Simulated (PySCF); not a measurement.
# Electron correlation in N+ (nitrogen, charge +1)

[He] 2s2 2p2, high-spin 3P determinant. Calculation: PySCF 2.14, in aug-cc-pVDZ; no relativity, point nucleus. Frozen: 1s2; 4 electrons correlated.

MP2 pair energies summed by pair of shells (mhartree):

```tsv
pair	energy	share (%)
2s-2p	-32.26	58.8
2s-2s	-17.32	31.6
2p-2p	-5.27	9.6
```

Total MP2 correlation energy: -54.84 mhartree.

Same-spin part -8.78 and opposite-spin part -46.06 mhartree; SCS-MP2 scales them by 1/3 and 6/5 to -58.20 mhartree.

| level | correlation energy (mhartree) |
| --- | --- |
| CCSD | -77.24 |
| (T) | -0.87 |
| CCSD(T) | -78.11 |

Diagnostics: T1 = 0.0063, D1 = 0.0123, largest double amplitude 0.121.

Task: Is a single reference adequate?

Result: Mostly. T1 lies below 0.03, but a double amplitude of this size points to a near-degeneracy that CCSD handles and MP2 describes poorly.
